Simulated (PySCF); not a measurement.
## Calculated data, BH$_{2}$O

Calculation on a computer-drawn molecule: vertical ionisation energy to the stated ion spin, frozen-core CCSD(T) at the basis limit and cheaper methods, single-reference cases, UHF for radicals, no spin-orbit; all values are single points at the evaluated structure, the first of each entry, which is the reference or a displaced copy of it and isn't optimised; the reference structure only sets the zero of the energies above reference; triples share is (T) over the correlation energy. Program: PySCF 2.14.0.

Common to all runs: charge 1; multiplicity 1; ion multiplicity 2; diffuse functions no; basis cc-pVnZ; reference is the Hartree-Fock double-zeta minimum; best is HF at quadruple zeta + MP2 correlation extrapolated from triple and quadruple zeta + CCSD(T) minus MP2 at triple zeta; basis step is the size of the change from the same recipe one zeta lower.

```yaml
- entry: 1
  formula: BH2O
  evaluated_structure:
    atoms_angstrom:
      - [B, 1.0456, -2.9267, 2.25]
      - [O, 0.7634, -3.5134, 1.2366]
      - [H, 1.4849, -2.3391, 3.3465]
      - [H, 0.1333, -3.763, 0.5772]
  reference_structure:
    atoms_angstrom:
      - [B, 1.0865, -2.9213, 2.2928]
      - [O, 0.758, -3.5229, 1.2878]
      - [H, 1.4482, -2.3645, 3.2566]
      - [H, 0.1863, -3.8043, 0.5752]
  given:
    drawn_bonds_atom: [1, 1, 2]
    drawn_bonds_other_atom: [2, 3, 4]
    drawn_bonds_order: [1, 1, 1]
  results:
    "ionisation_energy_best [eV]": 23.44
    "ionisation_energy_basis_step [eV]": 0.009203
    "energy_above_reference_best [kcal/mol]": 6.401
    "energy_above_reference_basis_step [kcal/mol]": 0.1575
    triple_zeta_method: [HF, PBE, r2SCAN, B3LYP, wB97X, MP2, CCSD, "CCSD(T)"]
    "triple_zeta_ionisation_energy [eV]": [22.53, 22.93, 23.07, 23.5, 23.42, 23.14, 23.38, 23.34]
    "triple_zeta_energy_above_reference [kcal/mol]": [6.675, 5.78, 6.297, 6.483, 6.279, 6.916, 6.411, 6.43]
    "ionisation_energy_Koopmans_at_triple_zeta [eV]": 23.74
    "ionisation_energy_EOM_CCSD_at_triple_zeta [eV]": 23.52
    "total_energy_HF_triple_zeta [hartree]": -100.4784
    "total_energy_CCSD(T)_triple_zeta [hartree]": -100.8104
    "total_energy_best [hartree]": -100.8596
    T1_diagnostic_at_triple_zeta: 0.0151
    D1_diagnostic_at_triple_zeta: 0.03296
    ion_T1_diagnostic_at_triple_zeta: 0.03015
    ion_D1_diagnostic_at_triple_zeta: 0.1043
    ion_spin_squared_at_triple_zeta: 0.7581
    triples_share_at_triple_zeta: 0.03383
    basis_functions_triple_zeta: 88
- entry: 2
  formula: BH2O
  evaluated_structure:
    atoms_angstrom:
      - [B, 1.075, -2.9487, 2.2444]
      - [O, 0.7505, -3.5373, 1.2216]
      - [H, 1.4284, -2.3801, 3.2173]
      - [H, 0.1708, -3.8591, 0.5821]
  reference_structure:
    atoms_angstrom:
      - [B, 1.0865, -2.9213, 2.2928]
      - [O, 0.758, -3.5229, 1.2878]
      - [H, 1.4482, -2.3645, 3.2566]
      - [H, 0.1863, -3.8043, 0.5752]
  given:
    drawn_bonds_atom: [1, 1, 2]
    drawn_bonds_other_atom: [2, 3, 4]
    drawn_bonds_order: [1, 1, 1]
  results:
    "ionisation_energy_best [eV]": 23.7
    "ionisation_energy_basis_step [eV]": 0.03651
    "energy_above_reference_best [kcal/mol]": 1.274
    "energy_above_reference_basis_step [kcal/mol]": 0.02122
    triple_zeta_method: [HF, PBE, r2SCAN, B3LYP, wB97X, MP2, CCSD, "CCSD(T)"]
    "triple_zeta_ionisation_energy [eV]": [21.66, 23.4, 23.44, 23.72, 23.56, 23.74, 23.41, 23.56]
    "triple_zeta_energy_above_reference [kcal/mol]": [0.8054, 1.563, 1.36, 1.455, 1.27, 1.374, 1.242, 1.288]
    "ionisation_energy_Koopmans_at_triple_zeta [eV]": 24.39
    "ionisation_energy_EOM_CCSD_at_triple_zeta [eV]": 23.47
    "total_energy_HF_triple_zeta [hartree]": -100.4878
    "total_energy_CCSD(T)_triple_zeta [hartree]": -100.8186
    "total_energy_best [hartree]": -100.8678
    T1_diagnostic_at_triple_zeta: 0.01551
    D1_diagnostic_at_triple_zeta: 0.03385
    ion_T1_diagnostic_at_triple_zeta: 0.009761
    ion_D1_diagnostic_at_triple_zeta: 0.02242
    ion_spin_squared_at_triple_zeta: 0.7557
    triples_share_at_triple_zeta: 0.03382
    basis_functions_triple_zeta: 88
- entry: 3
  formula: BH2O
  evaluated_structure:
    atoms_angstrom:
      - [B, 1.075, -2.9487, 2.2444]
      - [O, 0.7505, -3.5373, 1.2216]
      - [H, 1.4284, -2.3801, 3.2173]
      - [H, 0.1903, -3.8483, 0.6036]
  reference_structure:
    atoms_angstrom:
      - [B, 1.0865, -2.9213, 2.2928]
      - [O, 0.758, -3.5229, 1.2878]
      - [H, 1.4482, -2.3645, 3.2566]
      - [H, 0.1863, -3.8043, 0.5752]
  given:
    drawn_bonds_atom: [1, 1, 2]
    drawn_bonds_other_atom: [2, 3, 4]
    drawn_bonds_order: [1, 1, 1]
  results:
    "ionisation_energy_best [eV]": 23.8
    "ionisation_energy_basis_step [eV]": 0.03735
    "energy_above_reference_best [kcal/mol]": 3.941
    "energy_above_reference_basis_step [kcal/mol]": 0.1191
    triple_zeta_method: [HF, PBE, r2SCAN, B3LYP, wB97X, MP2, CCSD, "CCSD(T)"]
    "triple_zeta_ionisation_energy [eV]": [21.77, 23.48, 23.53, 23.82, 23.66, 23.84, 23.51, 23.66]
    "triple_zeta_energy_above_reference [kcal/mol]": [2.932, 4.652, 4.142, 4.289, 3.986, 4.189, 3.923, 4.053]
    "ionisation_energy_Koopmans_at_triple_zeta [eV]": 24.48
    "ionisation_energy_EOM_CCSD_at_triple_zeta [eV]": 23.57
    "total_energy_HF_triple_zeta [hartree]": -100.4844
    "total_energy_CCSD(T)_triple_zeta [hartree]": -100.8142
    "total_energy_best [hartree]": -100.8635
    T1_diagnostic_at_triple_zeta: 0.01541
    D1_diagnostic_at_triple_zeta: 0.03367
    ion_T1_diagnostic_at_triple_zeta: 0.009641
    ion_D1_diagnostic_at_triple_zeta: 0.02216
    ion_spin_squared_at_triple_zeta: 0.7556
    triples_share_at_triple_zeta: 0.03352
    basis_functions_triple_zeta: 88
- entry: 4
  formula: BH2O
  evaluated_structure:
    atoms_angstrom:
      - [B, 1.075, -2.9487, 2.2444]
      - [O, 0.7505, -3.5373, 1.2216]
      - [H, 1.4284, -2.3801, 3.2173]
      - [H, 0.1255, -3.8843, 0.5321]
  reference_structure:
    atoms_angstrom:
      - [B, 1.0865, -2.9213, 2.2928]
      - [O, 0.758, -3.5229, 1.2878]
      - [H, 1.4482, -2.3645, 3.2566]
      - [H, 0.1863, -3.8043, 0.5752]
  given:
    drawn_bonds_atom: [1, 1, 2]
    drawn_bonds_other_atom: [2, 3, 4]
    drawn_bonds_order: [1, 1, 1]
  results:
    "ionisation_energy_best [eV]": 23.47
    "ionisation_energy_basis_step [eV]": 0.0345
    "energy_above_reference_best [kcal/mol]": 0.4355
    "energy_above_reference_basis_step [kcal/mol]": 0.1641
    triple_zeta_method: [HF, PBE, r2SCAN, B3LYP, wB97X, MP2, CCSD, "CCSD(T)"]
    "triple_zeta_ionisation_energy [eV]": [21.41, 23.22, 23.24, 23.48, 23.32, 23.52, 23.18, 23.33]
    "triple_zeta_energy_above_reference [kcal/mol]": [1.278, -0.2058, 0.2637, 0.2422, 0.3671, 0.2383, 0.4296, 0.2786]
    "ionisation_energy_Koopmans_at_triple_zeta [eV]": 24.18
    "ionisation_energy_EOM_CCSD_at_triple_zeta [eV]": 23.23
    "total_energy_HF_triple_zeta [hartree]": -100.4870
    "total_energy_CCSD(T)_triple_zeta [hartree]": -100.8202
    "total_energy_best [hartree]": -100.8691
    T1_diagnostic_at_triple_zeta: 0.01579
    D1_diagnostic_at_triple_zeta: 0.0343
    ion_T1_diagnostic_at_triple_zeta: 0.01006
    ion_D1_diagnostic_at_triple_zeta: 0.02302
    ion_spin_squared_at_triple_zeta: 0.7561
    triples_share_at_triple_zeta: 0.03453
    basis_functions_triple_zeta: 88
- entry: 5
  formula: BH2O
  evaluated_structure:
    atoms_angstrom:
      - [B, 1.075, -2.9487, 2.2444]
      - [O, 0.7505, -3.5373, 1.2216]
      - [H, 1.4284, -2.3801, 3.2173]
      - [H, 0.0204, -3.9426, 0.4162]
  reference_structure:
    atoms_angstrom:
      - [B, 1.0865, -2.9213, 2.2928]
      - [O, 0.758, -3.5229, 1.2878]
      - [H, 1.4482, -2.3645, 3.2566]
      - [H, 0.1863, -3.8043, 0.5752]
  given:
    drawn_bonds_atom: [1, 1, 2]
    drawn_bonds_other_atom: [2, 3, 4]
    drawn_bonds_order: [1, 1, 1]
  results:
    ion_D1_diagnostic_at_triple_zeta: null
    ion_spin_squared_at_triple_zeta: null
    "ionisation_energy_EOM_CCSD_at_triple_zeta [eV]": null
```

To be estimated
1. Give the missing ion D1 diagnostic at triple zeta for BH$_{2}$O (entry 5).
2. Give the missing ion spin squared at triple zeta for BH$_{2}$O (entry 5).
3. Estimate the ionisation energy EOM CCSD at triple zeta of BH$_{2}$O (entry 5).
4. Give the table of triple zeta values for BH$_{2}$O (entry 5).

Answers
1. 0.02439
2. 0.7572
3. 22.65 eV
4. 
Triple zeta:
```
 method  ionisation energy (eV)  energy above reference (kcal/mol)
     HF                    20.8                              18.41
    PBE                   22.77                              11.88
 r2SCAN                   22.73                              13.71
  B3LYP                   22.91                              13.47
  wB97X                   22.75                              14.36
    MP2                   22.97                              13.76
   CCSD                   22.61                              14.75
CCSD(T)                   22.77                              14.13
```

Further results for BH$_{2}$O (entry 5):

- ionisation energy best: 22.91 eV
- ionisation energy basis step: 0.02916 eV
- energy above reference best: 14.41 kcal/mol
- energy above reference basis step: 0.3637 kcal/mol
- ionisation energy Koopmans at triple zeta: 23.66 eV
- total energy HF triple zeta: -100.4597 hartree
- total energy CCSD(T) triple zeta: -100.7981 hartree
- total energy best: -100.8468 hartree
- T1 diagnostic at triple zeta: 0.01657
- D1 diagnostic at triple zeta: 0.03533
- ion T1 diagnostic at triple zeta: 0.01093
- triples share at triple zeta: 0.03621
- basis functions triple zeta: 88
